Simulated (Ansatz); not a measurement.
Total energies of AlCl2F from Ansatz at PBE-D4/def2-TZVP, gas phase (1 Eh = 27.2114 eV = 2625.5 kJ/mol). The reference geometry is relaxed at r2SCAN-D4/def2-TZVP.

```xyz
4

Al    0.003   -0.007    0.094
Cl    1.080    1.490   -0.840
Cl   -1.134   -1.360   -0.978
F     0.051   -0.123    1.723
```

```json
{"state": "charge 0 singlet", "geometry": "reference", "energy (Eh)": "-1262.36974"}
{"state": "charge 1 doublet", "geometry": "reference", "energy (Eh)": "-1261.95086"}
{"state": "charge 1 doublet", "geometry": "relaxed at r2SCAN-D4/def2-TZVP", "energy (Eh)": "-1261.95909"}
{"state": "free Al atom (doublet)", "geometry": "–", "energy (Eh)": "-242.22759"}
{"state": "free Cl atom (doublet)", "geometry": "–", "energy (Eh)": "-459.95840"}
{"state": "free F atom (doublet)", "geometry": "–", "energy (Eh)": "-99.66912"}
```

Q: Work out the vertical ionisation energy to the doublet.

A: E(charge 1 doublet) − E(charge 0 singlet) = -1261.95086 − (-1262.36974) = 0.41888 Eh = 11.40 eV. For comparison, −ε of the highest occupied level is 8.18 eV at this level, 3.22 eV less.

Q: How much does the charge 1 doublet relax, and what is the adiabatic ionisation energy?

A: Relaxation: -1261.95086 − (-1261.95909) = 0.00823 Eh = 0.22 eV. Adiabatic ionisation energy: 0.41065 Eh = 11.17 eV, without zero-point energy. 

Q: What is the binding energy per atom against free atoms?

A: Atoms: 1 × (-242.22759) + 2 × (-459.95840) + 1 × (-99.66912) = -1261.81351 Eh. Binding: -1261.81351 − (-1262.36974) = 0.55623 Eh = 15.14 eV, or 3.78 eV for each of 4 atoms (no zero-point energy, no counterpoise term).
